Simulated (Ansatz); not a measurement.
## Relative stability

Two relaxed structures of Si$_{2}$H$_{3}$I, singlet (PBE0-D4/def2-TZVP; forces vanish, vibrations not checked).

A:

```json
{"atom": "Si1", "x (Å)": "-0.0326", "y (Å)": "0.0120", "z (Å)": "-1.2473"}
{"atom": "Si2", "x (Å)": "0.2491", "y (Å)": "0.1710", "z (Å)": "1.0636"}
{"atom": "I3", "x (Å)": "1.7010", "y (Å)": "-1.6820", "z (Å)": "0.1057"}
{"atom": "H4", "x (Å)": "-1.1383", "y (Å)": "-0.9914", "z (Å)": "-0.9342"}
{"atom": "H5", "x (Å)": "-0.5678", "y (Å)": "-0.4696", "z (Å)": "2.1288"}
{"atom": "H6", "x (Å)": "1.2181", "y (Å)": "1.0952", "z (Å)": "1.7093"}
```

B:

```
6
angstrom
Si -0.6033 0.4221 -0.8303
Si 0.2476 -0.0716 1.3662
I 1.8843 -1.7040 0.4987
H -1.1420 -0.8208 -1.4509
H -1.6963 1.4368 -0.7938
H 0.4958 0.9520 -1.6855
```

Program: Ansatz 0.2.0. Basis: def2-TZVPP. Cores are frozen in the correlated methods. Filled d shells of the heavier atoms are correlated. Core potentials replace the inner electrons of the atoms past krypton. The def2 sets are not built for correlating such inner shells, so the correlated values are less sure here. B3LYP uses VWN-RPA correlation.

Which structure is lower at CCSD(T), and by how much? (To be estimated.)

Computed: B, by 0.050 eV (electronic energy, against the other). By their contacts, A is Si₂H₃I ([SiH]1[SiH2][I]1) and B is Si₂H₃I ([SiH3][Si][I]).

Do the other methods give the same order? (Judge from chemistry; the calculation decides.)

The calculation gives: Not all: PBE-D4, r2SCAN-D4, PBE0-D4, wB97M-V, MP2 give the other order.

```json
{"method": "PBE-D4", "E(B) − E(A) (eV)": "0.058"}
{"method": "r2SCAN-D4", "E(B) − E(A) (eV)": "0.045"}
{"method": "PBE0-D4", "E(B) − E(A) (eV)": "0.054"}
{"method": "B3LYP-D4", "E(B) − E(A) (eV)": "-0.090"}
{"method": "wB97M-V", "E(B) − E(A) (eV)": "0.015"}
{"method": "HF", "E(B) − E(A) (eV)": "-0.301"}
{"method": "MP2", "E(B) − E(A) (eV)": "0.047"}
{"method": "CCSD", "E(B) − E(A) (eV)": "-0.093"}
{"method": "CCSD(T)", "E(B) − E(A) (eV)": "-0.050"}
```

The T1 diagnostic stays at or below 0.015. The restricted Hartree–Fock reference is unstable towards an unrestricted one at one or more of these structures.

Labels in which every atom is bracketed show which atoms are joined, not bond orders.

For scale, one of the runs: CCSD(T)/def2-TZVPP, 176 basis functions, launched by `ansatz run in.yaml --threads 2 --pin off --events-out ev --progress --plain --max-ram 4352MiB`. Hardware: 2 CPU threads of an Arm Neoverse V1, shared host. Wall time 61 s; peak host memory 1.6 GiB.
